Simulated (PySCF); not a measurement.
Vertical excitations of a molecule H7NO2Si2 from TDA-PBE/def2-SVPD (PySCF 2.14.0), as energy in eV (oscillator strength): 5.89 (0.034), 6.50 (0.023), 6.69 (0.009), 6.75 (0.037), 6.89 (0.004), 6.96 (0.004), 7.08 (0.019), 7.20 (0.024), 7.39 (0.005), 7.43 (0.002). Lowest triplet (TDA): 5.76 eV. The structure is a stationary point at PBE0-D3(BJ)/def2-SVP. Other conformers were not sampled.

Q: Which molecule gave these data?
A) N[Si@H](O)O[SiH3]
B) N[Si](O)(O)[SiH3]
C) N[Si@@H](O)[SiH2]O
D) N[SiH2][SiH](O)O

A: A, N[Si@H](O)O[SiH3]
